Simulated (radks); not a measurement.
Spherical quantum dot in the effective-mass picture: electrons in a parabolic well V = omega^2 r^2 / 2 with omega = 1.08, all in effective atomic units (hartree* = m*/eps^2 hartree, bohr* = eps/m* bohr), one dielectric constant everywhere. Calculated with a radial shooting solver with Libxc functionals: non-relativistic Kohn-Sham, r2SCAN, spin-polarised, spherical densities, generalised Kohn-Sham scheme. Levels are named by radial order and angular momentum (1s, 1p, 1d, 2s, ...), and open shells are averaged over m.

N = 20, configuration 1s2 1p6 1d10 2s2. This is the lowest configuration that the search found. Occupied and some empty levels:

| level | occupation | eigenvalue (hartree*) | <r> (bohr*) |
|---|---|---|---|
| 1s | 2 | 10.823 | 1.636 |
| 1p | 6 | 11.327 | 2.016 |
| 1d | 10 | 11.917 | 2.283 |
| 2s | 2 | 12.081 | 1.956 |
| 1f | 0 | 12.580 | 2.495 |
| 2p | 0 | 12.816 | 2.209 |
| 1g | 0 | 13.306 | 2.676 |

Energy (hartree*): total 151.300, kinetic 18.789, external 56.883, Hartree 85.006, exchange-correlation -9.3789.

Electron density:

| r (bohr*) | n(r) (e/bohr*^3) |
|---|---|
| 0.0883 | 0.3667 |
| 0.310 | 0.3479 |
| 0.532 | 0.3154 |
| 0.754 | 0.2817 |
| 0.976 | 0.2576 |
| 1.20 | 0.2478 |
| 1.42 | 0.2488 |
| 1.64 | 0.2508 |
| 1.86 | 0.2430 |
| 2.09 | 0.2188 |
| 2.31 | 0.1787 |
| 2.53 | 0.1305 |
| 2.75 | 0.08451 |
| 2.97 | 0.04825 |
| 3.20 | 0.02417 |
| 3.42 | 0.01060 |
| 3.64 | 0.004076 |
| 3.86 | 0.001373 |
| 4.08 | 0.0004066 |
| 4.31 | 0.0001061 |
